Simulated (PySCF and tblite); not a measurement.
Results of a calculation; reference values are marked as such.
System: C7H8, numbered as in [CH:1]1=[CH:2][CH:3]=[CH:4][CH2:5][CH:6]=[CH:7]1.

Geometries: GFN2-xTB; energies: BP86/pcSseg-1 + D3(BJ); zero-point and thermal terms from GFN2-xTB harmonic modes (soft modes blended into free rotors). Rates follow Eyring's equation with the number of equivalent paths and no tunnelling. Run with tblite and PySCF.

What barrier does the inversion of the 7-membered ring (1–2–3–4–5–6–7) meet, and how fast is it at 298 K?

The electronic barrier is 6.4 kcal/mol and ΔG‡(298 K) 6.6 kcal/mol, over a C2v saddle with an imaginary mode of 113i cm⁻¹ (GFN2-xTB). With 1 equivalent path, k is 9.3×10⁷ s⁻¹, a mean lifetime of the start of 11 ns against this motion.
